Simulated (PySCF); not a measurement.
C$_{2}$H$_{6}$FNOSi, singlet, geometry from GFN2-xTB, with bond 7-1 at 1.8 times its length; CASSCF(4,5)/6-31G run with PySCF.

Input for PySCF:
```python
from pyscf import gto, scf, mcscf
import numpy

mol = gto.M(
    atom='''
C     2.26828637   -0.16926553    0.99428596
C     1.45041006   -0.52835949    0.01794842
Si   -0.33954039    0.00629151   -0.15932796
N    -0.59233750    1.46808897    0.70725835
O    -1.44814340   -1.09301857    0.27869497
F    -0.65344004    0.11894460   -1.73986948
H     1.69234422    1.01503617    2.41892949
H     3.29070913   -0.51132531    1.04840970
H     1.83055357   -1.19030459   -0.75078883
H    -1.53077446    1.82863993    0.77580040
H     0.05793048    2.22551423    0.58531108
H    -1.54288027   -1.34651068    1.19115558
''',
    basis='6-31g',
    verbose=4,
)

mf = scf.RHF(mol)
mf.kernel()
mc = mcscf.CASSCF(mf, 5, 4)
mc.fix_spin_(ss=0.0)
mc.kernel()
occ = numpy.linalg.eigvalsh(mc.fcisolver.make_rdm1(mc.ci, mc.ncas, mc.nelecas))[::-1]
ss = mc.fcisolver.spin_square(mc.ci, mc.ncas, mc.nelecas)[0]
print('natural occupations', occ.round(4), ' <S^2>', round(ss, 4))
```

**Question.** Predict the main parts of the log of this PySCF run.

**Answer.** 
```
PySCF version 2.14.0

[INPUT] verbose = 4
[INPUT] num. atoms = 12
[INPUT] num. electrons = 56
[INPUT] charge = 0
[INPUT] spin (= nelec alpha-beta = 2S) = 0
[INPUT] symmetry False subgroup None
[INPUT] Mole.unit = angstrom
[INPUT] Symbol           X                Y                Z      unit          X                Y                Z       unit  Magmom
[INPUT]  1 C      2.268286370000  -0.169265530000   0.994285960000 AA    4.286440011384  -0.319865494029   1.878928153900 Bohr   0.0
[INPUT]  2 C      1.450410060000  -0.528359490000   0.017948420000 AA    2.740877781714  -0.998454731415   0.033917598169 Bohr   0.0
[INPUT]  3 Si    -0.339540390000   0.006291510000  -0.159327960000 AA   -0.641638345328   0.011889230810  -0.301086208386 Bohr   0.0
[INPUT]  4 N     -0.592337500000   1.468088970000   0.707258350000 AA   -1.119355648310   2.774286079795   1.336524580812 Bohr   0.0
[INPUT]  5 O     -1.448143400000  -1.093018570000   0.278694970000 AA   -2.736594415096  -2.065505746364   0.526657165594 Bohr   0.0
[INPUT]  6 F     -0.653440040000   0.118944600000  -1.739869480000 AA   -1.234822714425   0.224772717996  -3.287876809689 Bohr   0.0
[INPUT]  7 H      1.692344220000   1.015036170000   2.418929490000 AA    3.198067084291   1.918140367827   4.571114250734 Bohr   0.0
[INPUT]  8 H      3.290709130000  -0.511325310000   1.048409700000 AA    6.218539011306  -0.966264796458   1.981207199337 Bohr   0.0
[INPUT]  9 H      1.830553570000  -1.190304590000  -0.750788830000 AA    3.459244903645  -2.249349679913  -1.418785266083 Bohr   0.0
[INPUT] 10 H     -1.530774460000   1.828639930000   0.775800400000 AA   -2.892744487879   3.455628648144   1.466050283328 Bohr   0.0
[INPUT] 11 H      0.057930480000   2.225514230000   0.585311080000 AA    0.109472741465   4.205612381022   1.106077638873 Bohr   0.0
[INPUT] 12 H     -1.542880270000  -1.346510680000   1.191155580000 AA   -2.915621153295  -2.544536409002   2.250957817947 Bohr   0.0

nuclear repulsion = 311.929806516344
number of shells = 44
number of NR pGTOs = 180
number of NR cGTOs = 70
basis = 6-31g
ecp = {}

******** <class 'pyscf.scf.hf.RHF'> ********
method = RHF
initial guess = minao
damping factor = 0
level_shift factor = 0
DIIS = <class 'pyscf.scf.diis.CDIIS'>
diis_start_cycle = 1
diis_space = 8
diis_damp = 0
SCF conv_tol = 1e-09
SCF conv_tol_grad = None
SCF max_cycles = 50
direct_scf = True
direct_scf_tol = 1e-13
Set gradient conv threshold to 3.16228e-05
Initial guess from minao.
init E= -597.3698663331
  HOMO = -0.252983030971681  LUMO = -0.0155239633432878  gap/eV = 6.46159
cycle= 1 E= -596.599893737116  delta_E= 0.77  |g|= 0.66  |ddm|= 3.07
  HOMO = -0.400157590788998  LUMO = 0.0395583460826527  gap/eV = 11.96528
cycle= 2 E= -596.680801231237  delta_E= -0.0809  |g|= 0.38  |ddm|= 0.904
  HOMO = -0.388210689811765  LUMO = 0.0663103938157534  gap/eV = 12.36815
cycle= 3 E= -596.707282443441  delta_E= -0.0265  |g|= 0.051  |ddm|= 0.288
  HOMO = -0.39048791266947  LUMO = 0.0694338013534024  gap/eV = 12.51511
cycle= 4 E= -596.708470146597  delta_E= -0.00119  |g|= 0.0114  |ddm|= 0.0981
  HOMO = -0.389183420256561  LUMO = 0.0718341872608401  gap/eV = 12.54493
cycle= 5 E= -596.70852774016  delta_E= -5.76e-05  |g|= 0.0048  |ddm|= 0.0182
  HOMO = -0.389177351347756  LUMO = 0.072255447691068  gap/eV = 12.55623
cycle= 6 E= -596.708541122429  delta_E= -1.34e-05  |g|= 0.00142  |ddm|= 0.00851
  HOMO = -0.389013406260341  LUMO = 0.0725998905151028  gap/eV = 12.56114
cycle= 7 E= -596.708542910734  delta_E= -1.79e-06  |g|= 0.00047  |ddm|= 0.00365
  HOMO = -0.38898321915366  LUMO = 0.0726390862986799  gap/eV = 12.56138
cycle= 8 E= -596.708543099797  delta_E= -1.89e-07  |g|= 0.000257  |ddm|= 0.00113
  HOMO = -0.388936717837356  LUMO = 0.0727050226482095  gap/eV = 12.56191
cycle= 9 E= -596.708543137575  delta_E= -3.78e-08  |g|= 4.65e-05  |ddm|= 0.000675
  HOMO = -0.388932578480851  LUMO = 0.0727093473172293  gap/eV = 12.56192
cycle= 10 E= -596.708543139655  delta_E= -2.08e-09  |g|= 1.28e-05  |ddm|= 0.000178
  HOMO = -0.388931423432279  LUMO = 0.0727115225247035  gap/eV = 12.56194
cycle= 11 E= -596.708543139755  delta_E= -1e-10  |g|= 4.98e-06  |ddm|= 3.68e-05
  HOMO = -0.388931336775273  LUMO = 0.0727116700827546  gap/eV = 12.56195
Extra cycle  E= -596.708543139765  delta_E= -9.55e-12  |g|= 2.91e-06  |ddm|= 7.32e-06
converged SCF energy = -596.708543139765

******** <class 'pyscf.mcscf.mc1step.CASSCF'> ********
CAS (2e+2e, 5o), ncore = 26, nvir = 39
max_cycle_macro = 50
max_cycle_micro = 4
conv_tol = 1e-07
conv_tol_grad = None
orbital rotation max_stepsize = 0.02
orbital rotation threshold for CI restart = 0.01
augmented hessian ah_max_cycle = 30
augmented hessian ah_conv_tol = 1e-12
augmented hessian ah_linear dependence = 1e-14
augmented hessian ah_level shift = 1e-08
augmented hessian ah_start_tol = 2.5
augmented hessian ah_start_cycle = 3
augmented hessian ah_grad_trust_region = 3
kf_trust_region = 3
kf_interval = 4
ci_response_space = 4
ci_grad_trust_region = 3
with_dep4 0
natorb = False
canonicalization = True
sorting_mo_energy = False
ao2mo_level = 2
internal_rotation = False
******** <class 'pyscf.fci.addons.SpinPenaltyFCISolver'> ********
max. cycles = 50
conv_tol = 1e-08
davidson only = True
linear dependence = 1e-12
level shift = 0.001
max iter space = 12
nroots = 1
pspace_size = 400
spin = None
CASCI E = -596.747126538042  S^2 = 0.0000000
Set conv_tol_grad to 0.000316228
macro iter   1 ( 21 JK    4 micro), CASSCF E = -596.784964022089  dE = -3.78374840e-02  S^2 = 0.0000000
               |grad[o]|=0.0589  |grad[c]|=0.0609  |ddm|=0.0803  |maxRot[o]|=0.217
macro iter   2 ( 21 JK    4 micro), CASSCF E = -596.794186136123  dE = -9.22211403e-03  S^2 = 0.0000000
               |grad[o]|=0.0372  |grad[c]|=0.0156  |ddm|=0.0207  |maxRot[o]|=0.272
macro iter   3 ( 21 JK    4 micro), CASSCF E = -596.796609348505  dE = -2.42321238e-03  S^2 = 0.0000000
               |grad[o]|=0.0153  |grad[c]|=0.00446  |ddm|=0.00504  |maxRot[o]|=  0.3
macro iter   4 ( 16 JK    4 micro), CASSCF E = -596.796814532795  dE = -2.05184290e-04  S^2 = 0.0000000
               |grad[o]|=0.00509  |grad[c]|=0.000678  |ddm|=0.0035  |maxRot[o]|=0.115
macro iter   5 (  8 JK    2 micro), CASSCF E = -596.796815810626  dE = -1.27783028e-06  S^2 = 0.0000000
               |grad[o]|=0.000189  |grad[c]|=0.00065  |ddm|=0.000413  |maxRot[o]|=0.0178
macro iter   6 (  5 JK    1 micro), CASSCF E = -596.796816514449  dE = -7.03823730e-07  S^2 = 0.0000000
               |grad[o]|=5.33e-05  |grad[c]|=0.000701  |ddm|=0.000239  |maxRot[o]|= 0.01
macro iter   7 (  4 JK    1 micro), CASSCF E = -596.796817328476  dE = -8.14026407e-07  S^2 = 0.0000000
               |grad[o]|=5.76e-05  |grad[c]|=0.000753  |ddm|=0.000284  |maxRot[o]|=0.0107
macro iter   8 (  4 JK    1 micro), CASSCF E = -596.796818283460  dE = -9.54984671e-07  S^2 = 0.0000000
               |grad[o]|=6.23e-05  |grad[c]|=0.000818  |ddm|=0.000278  |maxRot[o]|=0.0116
macro iter   9 (  4 JK    1 micro), CASSCF E = -596.796819394508  dE = -1.11104771e-06  S^2 = 0.0000000
               |grad[o]|=6.22e-05  |grad[c]|=0.000883  |ddm|=0.000314  |maxRot[o]|=0.0126
macro iter  10 (  4 JK    1 micro), CASSCF E = -596.796820709822  dE = -1.31531363e-06  S^2 = 0.0000000
               |grad[o]|=7.36e-05  |grad[c]|=0.000964  |ddm|=0.000314  |maxRot[o]|=0.0136
macro iter  11 (  5 JK    1 micro), CASSCF E = -596.796822265023  dE = -1.55520172e-06  S^2 = 0.0000000
               |grad[o]|=7.51e-05  |grad[c]|=0.00105  |ddm|=0.000371  |maxRot[o]|=0.0148
macro iter  12 (  5 JK    1 micro), CASSCF E = -596.796824128631  dE = -1.86360717e-06  S^2 = 0.0000000
               |grad[o]|=8.54e-05  |grad[c]|=0.00115  |ddm|=0.000368  |maxRot[o]|=0.0161
macro iter  13 (  5 JK    1 micro), CASSCF E = -596.796826366786  dE = -2.23815516e-06  S^2 = 0.0000000
               |grad[o]|=9.38e-05  |grad[c]|=0.00127  |ddm|=0.000442  |maxRot[o]|=0.0176
macro iter  14 (  5 JK    1 micro), CASSCF E = -596.796829091968  dE = -2.72518230e-06  S^2 = 0.0000000
               |grad[o]|=0.000107  |grad[c]|=0.0014  |ddm|=0.000434  |maxRot[o]|=0.0195
macro iter  15 (  7 JK    2 micro), CASSCF E = -596.796835892993  dE = -6.80102460e-06  S^2 = 0.0000000
               |grad[o]|=0.000118  |grad[c]|=0.00146  |ddm|=0.000898  |maxRot[o]|=0.0414
macro iter  16 (  8 JK    3 micro), CASSCF E = -596.796851180232  dE = -1.52872391e-05  S^2 = 0.0000000
               |grad[o]|=0.000154  |grad[c]|=0.00235  |ddm|=0.00165  |maxRot[o]|=0.0713
macro iter  17 (  4 JK    1 micro), CASSCF E = -596.796860584561  dE = -9.40432881e-06  S^2 = 0.0000000
               |grad[o]|=0.000199  |grad[c]|=0.00267  |ddm|=0.000788  |maxRot[o]|=0.0352
macro iter  18 (  4 JK    1 micro), CASSCF E = -596.796872862940  dE = -1.22783794e-05  S^2 = 0.0000000
               |grad[o]|=0.000227  |grad[c]|=0.00306  |ddm|=0.000846  |maxRot[o]|=0.0399
macro iter  19 ( 14 JK    4 micro), CASSCF E = -596.796951382585  dE = -7.85196451e-05  S^2 = 0.0000000
               |grad[o]|=0.000262  |grad[c]|=0.00321  |ddm|=0.00234  |maxRot[o]|=0.178
macro iter  20 ( 17 JK    4 micro), CASSCF E = -596.797107147495  dE = -1.55764910e-04  S^2 = 0.0000000
               |grad[o]|=0.000446  |grad[c]|=0.00514  |ddm|=0.00305  |maxRot[o]|=0.236
macro iter  21 ( 15 JK    4 micro), CASSCF E = -596.797234345768  dE = -1.27198274e-04  S^2 = 0.0000000
               |grad[o]|=0.000569  |grad[c]|=0.00347  |ddm|=0.00409  |maxRot[o]|=0.198
macro iter  22 ( 11 JK    4 micro), CASSCF E = -596.797275090319  dE = -4.07445503e-05  S^2 = 0.0000000
               |grad[o]|=0.000391  |grad[c]|=0.00167  |ddm|=0.00292  |maxRot[o]|=0.111
macro iter  23 (  3 JK    1 micro), CASSCF E = -596.797278466160  dE = -3.37584106e-06  S^2 = 0.0000000
               |grad[o]|=0.000166  |grad[c]|=0.00139  |ddm|=0.000528  |maxRot[o]|=0.017
macro iter  24 (  3 JK    1 micro), CASSCF E = -596.797280552349  dE = -2.08618928e-06  S^2 = 0.0000000
               |grad[o]|=0.00012  |grad[c]|=0.00109  |ddm|=0.000448  |maxRot[o]|=0.0135
macro iter  25 (  3 JK    1 micro), CASSCF E = -596.797281838886  dE = -1.28653653e-06  S^2 = 0.0000000
               |grad[o]|=9.36e-05  |grad[c]|=0.000854  |ddm|=0.000337  |maxRot[o]|=0.0106
macro iter  26 (  3 JK    1 micro), CASSCF E = -596.797282627045  dE = -7.88159241e-07  S^2 = 0.0000000
               |grad[o]|=7.21e-05  |grad[c]|=0.000668  |ddm|=0.000285  |maxRot[o]|=0.00823
macro iter  27 (  3 JK    1 micro), CASSCF E = -596.797283111538  dE = -4.84492830e-07  S^2 = 0.0000000
               |grad[o]|=5.73e-05  |grad[c]|=0.000523  |ddm|=0.000219  |maxRot[o]|=0.00646
macro iter  28 (  3 JK    1 micro), CASSCF E = -596.797283408111  dE = -2.96573830e-07  S^2 = 0.0000000
               |grad[o]|=4.45e-05  |grad[c]|=0.000409  |ddm|=0.000174  |maxRot[o]|=0.00505
macro iter  29 (  3 JK    1 micro), CASSCF E = -596.797283589153  dE = -1.81041742e-07  S^2 = 0.0000000
               |grad[o]|=3.5e-05  |grad[c]|=0.00032  |ddm|=0.000111  |maxRot[o]|=0.00396
macro iter  30 (  1 JK    1 micro), CASSCF E = -596.797283589867  dE = -7.14067028e-10  S^2 = 0.0000000
               |grad[o]|=2.63e-05  |grad[c]|=2.72e-05  |ddm|=1.47e-05  |maxRot[o]|=    0
1-step CASSCF converged in  30 macro (230 JK  58 micro) steps
CASSCF canonicalization
Density matrix diagonal elements [1.90127604 1.81626126 0.18249249 0.09467048 0.00529973]
CASSCF energy = -596.797283589867
CASCI E = -596.797283589867  E(CI) = -3.87299605967701  S^2 = 0.0000000
natural occupations [1.9016 1.8163 0.1837 0.0955 0.003 ]  <S^2> 0.0
```
